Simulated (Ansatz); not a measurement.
CH5FGeOSi can be A, `[OH][Ge]1([F])[CH2][SiH2]1`, or B, `F[SiH]1[CH2][GeH2][O]1`.

Calculated with Ansatz (gas phase, PBE0-D4/def2-TZVP geometries, no zero-point term in ΔE). CBS: MP2 limit from def2 TZ/QZ plus the TZ coupled-cluster correction, frozen cores. Functionals use def2-TZVPP. B3LYP here is the variant with VWN-RPA as its local correlation; programs differ in this. For Ge outer-core shells are correlated without core-valence functions, which leaves a few kJ/mol of doubt a bond. Scalar relativity is left out up to krypton. One conformer a species, not always the lowest.

(1) Which isomer does CCSD(T)/CBS put lower? Give the gap. (Estimate.)

(2) Give E(B) − E(A) in kcal/mol with MP2/def2-TZVPP, PBE-D4, PBE0-D4, r2SCAN-D4, CCSD/def2-TZVPP, B3LYP-D4, B3LYP. (Estimate.)

Largest T1 diagnostic: 0.013.

## Answers

(1) Ansatz gave: B, by 70.1 kcal/mol.

(2) Ansatz gave: MP2/def2-TZVPP -71.6, PBE-D4 -61.4, PBE0-D4 -65.8, r2SCAN-D4 -67.3, CCSD/def2-TZVPP -70.9, B3LYP-D4 -67.3, B3LYP -66.7. None reverses the order clearly.

In def2-TZVPP, CCSD(T) changes the Hartree–Fock value by +5.6 kcal/mol (the triples alone add +1.3 kcal/mol) and MP2 by +3.7 kcal/mol. From PBE to PBE0 (25 % exact exchange), in def2-TZVPP and without D4, E(B) − E(A) moves by −4.5 kcal/mol.
